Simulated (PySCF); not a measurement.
A species of formula CH9OPSi2 has this rotational fingerprint, computed with PBE0-D3(BJ)/def2-SVP geometry optimisation, gas phase in PySCF 2.14.0:

| Item | Value |
| --- | --- |
| Rotational constants | A = 7461, B = 822.2, C = 819.7 MHz |
| Dipole components | \|μa\| = 0.31 D, \|μb\| = 0.20 D, \|μc\| = 1.67 D |
| Inertial defect | -65.83 u·Å² |
| κ | -1.00 |

Task: Which candidate fits, each taken in the one conformer that was computed?
A. `[CH3:1][O:2][SiH2:3][PH:4][SiH3:5]` with C1–O2–Si3–P4 -178°, O2–Si3–P4–Si5 -173°
B. `[SiH3:1][O:2][CH2:3][SiH2:4][PH2:5]` with Si1–O2–C3–Si4 -170°, O2–C3–Si4–P5 55°, C3–Si4–P5–H -169° and -75°
C. `[SiH3:1][CH2:2][O:3][SiH2:4][PH2:5]` with Si1–C2–O3–Si4 94°, C2–O3–Si4–P5 167°, O3–Si4–P5–H -178° and -84°
D. `[CH3:1][Si@H:2]([PH2:3])[O:4][SiH3:5]` with C1–Si2–P3–H 164° and 70°, C1–Si2–O4–Si5 79°

Result: C. It is [SiH3]CO[SiH2]P, point group C1. The candidates at the same level (rigid rotor, commonest isotopes):

```csv
SMILES,A (MHz),B (MHz),C (MHz),μa (D),μb (D),μc (D),Δ (u·Å²),point group,rotor
C[Si@H](P)O[SiH3],2914,1496,1133,0.49,0.82,0.03,-65.26,C1,asymmetric top
CO[SiH2]P[SiH3],7052,968.1,880.6,0.76,1.28,0.74,-19.81,–,near-prolate asymmetric top
[SiH3]OC[SiH2]P,4277,1065,896.6,0.59,0.93,0.05,-29.08,C1,near-prolate asymmetric top
[SiH3]CO[SiH2]P,7461,822.2,819.7,0.31,0.20,1.67,-65.83,C1,–
```

`[SiH3]OC[SiH2]P` has A 43 % too low; `CO[SiH2]P[SiH3]` has B 18 % too high; `C[Si@H](P)O[SiH3]` has B 82 % too high. No structure here is proved a minimum.
